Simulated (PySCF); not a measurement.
CH8B3N3

The system: CH8B3N3, a molecule; neutral, singlet. The structure, one conformer, was relaxed in the gas phase by PBE0-D3(BJ)/def2-SVP. No frequency run checks that it is a minimum.

SMILES: CN1BNBNB1

```xyz
15

B    -0.015    1.199   -0.205
N    -1.435    1.192   -0.061
B    -2.171    0.010    0.237
N    -1.420   -1.193    0.385
B    -0.002   -1.238    0.251
N     0.703   -0.028   -0.050
C     2.147   -0.061   -0.205
H     0.575    2.226   -0.453
H    -1.933    2.065   -0.170
H    -3.374    0.025    0.359
H    -1.909   -2.052    0.600
H     0.602   -2.278    0.389
H     2.544    0.960   -0.296
H     2.633   -0.540    0.658
H     2.446   -0.620   -1.107
```
Atoms count from 1 in this order.

Shieldings: GIAO PBE0/pcSseg-1. Shifts are against computed references at the same level: C TMS (σ 184.4 ppm), H TMS (σ 31.27 ppm). Core levels by delta-SCF with SCAN, pcX-2 on the ionised atom and pcseg-1 elsewhere, spin-free X2C; from the vacuum level, for chosen atoms.

Question: Give the shieldings and core levels atom by atom.

Answer: 
```
      atoms  bonded to  σ (ppm)  δ (ppm)  core level (eV)
         B1  2 N + 1 H     71.3        -        1s 195.52
         N2  2 B + 1 H    120.4        -        1s 404.56
         B3  2 N + 1 H     73.9        -                -
         N4  2 B + 1 H    119.7        -                -
         B5  2 N + 1 H     70.8        -        1s 195.54
         N6  2 B + 1 C    118.3        -        1s 404.46
         C7  1 N + 3 H    143.6     40.9        1s 291.51
         H8        1 B    26.50     4.77                -
         H9        1 N    25.70     5.57                -
        H10        1 B    26.57     4.69                -
        H11        1 N    25.60     5.67                -
        H12        1 B    26.33     4.94                -
H13 H14 H15        1 C    28.06     3.21                -
```

Values are those of this one static structure, with the three H of a rotating XH3 group averaged; atoms that internal rotation interchanges would show their mean in an NMR spectrum.

The core-hole states of B1, B5 are spin-contaminated (⟨S²⟩ 0.82, 0.82 against 0.75 for a pure doublet), so those values and differences from them are less sure.

Question: By CAM-B3LYP/def2-SVPD (TDDFT singlets, Tamm-Dancoff triplets, ionisation by delta-SCF), where does absorption start, and what does vertical ionisation take?

Answer: The lowest singlet lies at 6.54 eV (f 0.015), the strongest of the first 6 at 7.65 eV (f 0.276), the lowest triplet at 6.05 eV; vertical ionisation takes 9.59 eV.
